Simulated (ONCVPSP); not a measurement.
# Tl (Z = 81): one change to an ONCV potential, before and after

ONCVPSP 4.0.1 input, shortened (lines: element, Z, core and valence counts, functional; n l f; lmax; l rc ep ncon nbas qcut; lloc lpopt rc5 dvloc0; l nproj debl; icmod fcfact rcfact), PBE, scalar-relativistic:

```
  Tl 81.00   12    2        4      upf
    1    0    2.00
    2    0    2.00
    2    1    6.00
    3    0    2.00
    3    1    6.00
    3    2   10.00
    4    0    2.00
    4    1    6.00
    4    2   10.00
    4    3   14.00
    5    0    2.00
    5    1    6.00
    5    2   10.00
    6    0    1.00
    2
    0    1.65    0.00    3    7    3.20
    1    2.10    0.10    3    6    3.20
    2    2.15    0.00    4    9    7.80
    4    5    1.05    1.00
    0    2    2.70
    1    2    4.00
    2    2    0.40
    0    0.00    0.00
```

In the p channel the program set the typed energies aside and used 0.050, 4.050 Ha. In the d channel the program set the typed energies aside and used -1.219, 0.250 Ha.

All-electron outer shells of the reference configuration (PBE, scalar-relativistic, ld1.x):

| shell | level (eV) | outermost node (bohr) | outermost maximum (bohr) |
| --- | --- | --- | --- |
| 5p | -94.00 | 0.50 | 0.91 |
| 5d | -33.16 | 0.53 | 1.11 |
| 6s | -25.37 | 1.04 | 2.00 |

Change: functional PBEsol. In the p channel the program set the typed energies aside and used 0.050, 4.050 Ha. In the d channel the program set the typed energies aside and used -1.220, 0.250 Ha.

Cutoffs: the cutoffs (Ha) at which the residual kinetic energy of the hardest occupied pseudo-wave falls to 1 and 0.1 mHa per electron; they do not see the model core or the augmentation charge, which bear on the density cutoff. Errors are all-electron minus pseudo energies relative to the spin-unpolarised reference configuration.

Question: Predict the effect on cutoff, ghosts and configuration errors.

Answer: The potential gets neither clearly harder nor softer (34 Ha and 60 Ha → 34 Ha and 60 Ha); both files keep a bound ghost (p, s); of the 3 tests that both files solve, the error grows in 0 and shrinks in 3 by more than 15 % and 0.3 meV (median size 18.3 → 4.3 meV).

```tsv
quantity	base	changed
cutoff, loose	34 Ha	34 Ha
cutoff, tight	60 Ha	60 Ha
loose cutoff by channel	s 34 Ha, d 20 Ha	s 34 Ha, d 20 Ha
bound ghosts	s, p	s, p
GHOST(+) flags under 300 eV	none	none
tests with a reliable result	3 of 4	3 of 4
error for 5d10 6s2, meV [ΔE -20.78 → -20.84 eV]	+19	+11
error for 5d10 6s0, meV [ΔE 30.14 → 30.16 eV]	+7.0	-2.7
error for 5d9 6s0, meV [ΔE 81.93 → 81.98 eV]	+18	-4.3
s: phases at 1.67 bohr within 0.05 rad from the reference energy up to (Ha; the scan ends near 5)	3.3	3.3
p: phases at 2.13 bohr within 0.05 rad from the reference energy up to (Ha; the scan ends near 5)	4.9	4.9
d: phases at 2.19 bohr within 0.05 rad from the reference energy up to (Ha; the scan ends near 5)	to the end of the scan	to the end of the scan
```

 A true bound ghost makes a file unfit for plane-wave use even where its test errors are small: the radial tests pick states by their node count and pass the ghost by.
